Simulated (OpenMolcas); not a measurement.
## Cl III: Slater's ratio, worked from levels

| Item | Value |
| --- | --- |
| Program | OpenMolcas 26.06 |
| Basis | ANO-RCC-VQZP [6s5p3d2f1g] |
| Scalar Hamiltonian | DKH2, point nucleus |
| Active space | 3 electrons in 3 orbitals (3p) |
| State averaging | 2S+1 = 4 odd, 1 root; 2S+1 = 2 odd, 8 roots |
| Spin-orbit coupling | RASSI with atomic mean-field integrals over the reference wave functions, term energies averaged over their components |

Methods: CASSCF; SS-CASPT2, IPEA 0.25 Eh, imaginary shift 0.1 Eh (closed shells correlated: 2s 2p 3s). Measured levels: Moore, Atomic Energy Levels, vol. I, NSRDS-NBS 35 (1971 reprint of NBS Circular 467, 1949).

**Slater's ratio.** With one set of orbitals, p3 has ²D° - ⁴S° = 9 F2 and ²P° - ²D° = 6 F2 (F2 = F²/25), a ratio of 2/3. Term energies are centres of gravity, weighted by 2J + 1.

```json
{"Source": "CASSCF", "²D° - ⁴S°": "22787", "²P° - ⁴S°": "37880", "F2 from the first": "2532", "Ratio": "0.662"}
{"Source": "SS-CASPT2", "²D° - ⁴S°": "18415", "²P° - ⁴S°": "31255", "F2 from the first": "2046", "Ratio": "0.697"}
{"Source": "measured", "²D° - ⁴S°": "18093", "²P° - ⁴S°": "29875", "F2 from the first": "2010", "Ratio": "0.651"}
```

Energies in cm-1. A ratio away from 2/3 shows effects beyond one configuration with one set of orbitals, and in heavier atoms second-order spin-orbit shifts.

CASPT2 does not keep the components of a term degenerate, so their means are used; among the terms shown or strongly mixed into the levels shown the widest spread is 140 cm-1 (3s² 3p³ ²P°, SS-CASPT2). With the s shell closed, the reference lacks s² → p² mixing. Measured partners are found by configuration, term and J. A level has none where our copy of the source lacks it or the pairing is in doubt (some pairs that miss far off the trend of their configuration count as doubtful), and it then counts in no deviation. Only configurations of the active space appear.

° marks odd parity.
